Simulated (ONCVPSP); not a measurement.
## Which change was made? (Pt, ONCV)

| Property | Result |
| --- | --- |
| Element | platinum |
| Generator | ONCVPSP 4.0.1 |
| Type | optimised norm-conserving Vanderbilt (ONCV) |
| Functional | LDA (Perdew-Wang 92) |
| Relativity | scalar-relativistic |
| Frozen core | [Kr] 4d10 |
| Valence charge | 32 |
| Reference configuration | 4f14 5s2 5p6 5d9.5 6s0.5 |
| Partial waves | 5s+6s: rc 1.50 bohr, ncon 4, nbas 9, qcut 8.3 1/bohr, 2 projectors; 5p: rc 1.60 bohr, ncon 4, nbas 8, qcut 10.8 1/bohr, 2 projectors, debl 0.5 Ha; 5d: rc 2.10 bohr, ncon 5, nbas 10, qcut 8 1/bohr, 2 projectors, debl 0.6 Ha; 4f: rc 0.80 bohr, ncon 4, nbas 9, qcut 18.8 1/bohr, local |
| Local potential | the f channel |
| Core correction | none |

In the p channel the program set the typed energies aside and used -2.026, 0.250 Ha.

Cutoffs, loose and tight: the cutoffs (Ha) at which the residual kinetic energy of the hardest occupied pseudo-wave falls to 1 and 0.1 mHa per electron. They do not see the model core or the augmentation charge, which bear on the density cutoff. Test errors are all-electron minus pseudo excitation energies from the reference, over the configurations 4f14 5s2 5p6 5d9 6s1; 4f14 5s2 5p6 5d9 6s0; 4f14 5s2 5p6 5d8 6s0; 4f14 5s2 5p6 5d9 6s0.5; variants that change the core or the reference have their own tests.

The base gives: outcome: generated, projector energies reset by the program; cutoff, loose: 181 Ha; cutoff, tight: 530 Ha; bound ghosts: s, p; GHOST(+) flags above zero: s, d; largest test error (meV): -4.8.

Problem. After one change the result is: outcome: generated, projector energies reset by the program; cutoff, loose: 591 Ha; cutoff, tight: 872 Ha; bound ghosts: s, p, d; GHOST(+) flags above zero: s; largest test error (meV): -2.7. Which change was it?
A. s: qcut 6.3; p: qcut 8.2; d: qcut 6.1; f: qcut 14.3
B. s: qcut 7.7; p: qcut 10; d: qcut 7.4; f: qcut 17.4
C. s: qcut 11.3; p: qcut 14.7; d: qcut 10.9; f: qcut 25.5

Solution. A. The others give: s: qcut 11.3; p: qcut 14.7; d: qcut 10.9; f: qcut 25.5 → outcome: failed: ERROR pspot: first pseudo wave function has node, program will stop | s: qcut 7.7; p: qcut 10; d: qcut 7.4; f: qcut 17.4 → outcome: generated, projector energies reset by the program; cutoff, loose: 484 Ha; cutoff, tight: 580 Ha; bound ghosts: s, p; GHOST(+) flags above zero: d; largest test error (meV): -4.4.
